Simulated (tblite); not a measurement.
Species: C₆H₁₄AlB.
SMILES with atom numbers: `[BH2:1][C@@H:2]([AlH:3][CH3:4])[C@@H:5]([CH3:6])[CH:7]=[CH2:8]` (hydrogens: H9, H10 on B1; H11 on C2; H12 on Al3; H13, H14, H15 on C4; H16 on C5; H17, H18, H19 on C6; H20 on C7; H21, H22 on C8)

Computed with GFN2-xTB (tblite), gas phase: L-BFGS steps from a force-field or distance-geometry start until the largest atomic force falls under 0.01 eV/Å.

Step 56: E = -604.6267 eV
```
atom  x, y, z in Å  |  force x, y, z in eV/Å
B1      1.1113    2.3192    0.1488   -0.027  -0.079   0.027
C2      0.3996    1.1340   -0.4830    0.037  -0.031  -0.020
Al3     1.9415   -0.1942   -0.3111   -0.009   0.048  -0.004
C4      2.0499   -1.7639    0.9008    0.015  -0.024   0.023
C5     -0.8645    0.4719    0.0710    0.003  -0.037  -0.011
C6     -2.1073    1.2941   -0.2904   -0.022   0.034   0.021
C7     -1.0162   -0.9052   -0.5135   -0.008  -0.038  -0.023
C8     -1.6159   -1.9376    0.0538    0.039  -0.037   0.042
H9      0.9430    2.6246    1.2705   -0.046  -0.019   0.029
H10     1.9110    2.9025   -0.4875    0.001   0.026  -0.002
H11     0.3404    1.1690   -1.5839   -0.016   0.066  -0.041
H12     3.0954    0.1076   -1.3018    0.011  -0.062  -0.003
H13     3.0857   -2.0928    1.0384    0.032   0.001  -0.025
H14     1.6443   -1.5965    1.9055   -0.026   0.038  -0.006
H15     1.5047   -2.6243    0.4955    0.007  -0.019   0.002
H16    -0.8037    0.4044    1.1617   -0.022   0.000   0.005
H17    -2.2420    1.3314   -1.3705    0.029   0.018   0.015
H18    -2.9961    0.8452    0.1490   -0.019   0.014  -0.007
H19    -2.0004    2.3090    0.0843   -0.008   0.021  -0.012
H20    -0.6445   -1.0080   -1.5299    0.020   0.012  -0.054
H21    -2.0363   -1.8860    1.0453    0.020   0.029  -0.005
H22    -1.7104   -2.8851   -0.4540   -0.010   0.037   0.049
```

Step 57: E = -604.6285 eV
```
atom  x, y, z in Å  |  force x, y, z in eV/Å
B1      1.1191    2.3103    0.1610   -0.044  -0.068   0.021
C2      0.3939    1.1361   -0.4765    0.104  -0.016  -0.009
Al3     1.9356   -0.1973   -0.3154   -0.028   0.071  -0.028
C4      2.0521   -1.7597    0.9017    0.021  -0.041   0.040
C5     -0.8717    0.4757    0.0721    0.014  -0.047  -0.007
C6     -2.1107    1.2974   -0.2975   -0.055   0.058   0.007
C7     -1.0181   -0.9009   -0.5131   -0.037  -0.069  -0.014
C8     -1.6055   -1.9397    0.0557    0.021  -0.067   0.050
H9      0.9592    2.6145    1.2843   -0.054  -0.034   0.033
H10     1.9189    2.8949   -0.4745    0.005   0.012  -0.013
H11     0.3382    1.1736   -1.5773   -0.020   0.073  -0.050
H12     3.0751    0.0911   -1.3268    0.010  -0.057   0.000
H13     3.0893   -2.0830    1.0421    0.030   0.006  -0.014
H14     1.6431   -1.5869    1.9043   -0.017   0.034  -0.002
H15     1.5127   -2.6264    0.5031   -0.002  -0.022  -0.007
H16    -0.8165    0.4066    1.1620   -0.021   0.009   0.035
H17    -2.2413    1.3294   -1.3776    0.033   0.016  -0.017
H18    -3.0034    0.8522    0.1373   -0.021   0.012   0.014
H19    -2.0058    2.3156    0.0695   -0.003   0.006   0.004
H20    -0.6553   -0.9988   -1.5324    0.027   0.012  -0.076
H21    -2.0196   -1.8979    1.0507    0.030   0.050  -0.013
H22    -1.6998   -2.8873   -0.4536    0.006   0.062   0.046
```

Problem. Estimate the geometry and energy of step 58. (The exact step hangs on the optimiser's Hessian estimate; all steps are aligned on step 57, rigid shifts and turns removed.)

Solution. E = -604.6314 eV, largest force 0.138 eV/Å
```
atom  x, y, z in Å  |  force x, y, z in eV/Å
B1      1.1271    2.2968    0.1775   -0.058  -0.024   0.028
C2      0.3879    1.1377   -0.4702    0.138  -0.004   0.001
Al3     1.9272   -0.2006   -0.3214   -0.047   0.065  -0.047
C4      2.0548   -1.7545    0.9025    0.021  -0.049   0.049
C5     -0.8798    0.4787    0.0731    0.027  -0.048  -0.007
C6     -2.1131    1.3029   -0.3071   -0.079   0.062  -0.014
C7     -1.0210   -0.8973   -0.5131   -0.054  -0.066  -0.013
C8     -1.5918   -1.9425    0.0600   -0.010  -0.105   0.058
H9      0.9791    2.5952    1.3045   -0.067  -0.061   0.032
H10     1.9215    2.8912   -0.4553    0.020  -0.005  -0.033
H11     0.3327    1.1813   -1.5706   -0.017   0.080  -0.050
H12     3.0480    0.0668   -1.3570    0.023  -0.044  -0.007
H13     3.0946   -2.0686    1.0452    0.022   0.011   0.006
H14     1.6409   -1.5718    1.9016    0.003   0.019   0.003
H15     1.5234   -2.6302    0.5133   -0.009  -0.018  -0.013
H16    -0.8307    0.4075    1.1621   -0.022   0.022   0.063
H17    -2.2350    1.3285   -1.3875    0.033   0.015  -0.059
H18    -3.0125    0.8631    0.1191   -0.014   0.014   0.040
H19    -2.0091    2.3250    0.0500    0.003  -0.014   0.030
H20    -0.6703   -0.9891   -1.5367    0.027   0.011  -0.092
H21    -1.9955   -1.9115    1.0596    0.034   0.076  -0.006
H22    -1.6888   -2.8893   -0.4505    0.027   0.062   0.031
```

The energy changes by -0.0028 eV. The first-order estimate −F·Δx gives -0.0039 eV and the mean of the old and new forces, exact on a quadratic surface, -0.0028 eV. The step makes an angle of 82° with the force vector and moves no atom by more than 0.047 Å.

What follows is the cost of the whole relaxation. The run took 2.7 s on one thread of an Arm Neoverse N1, shared host with 64 logical CPUs at a one-minute load of 19.
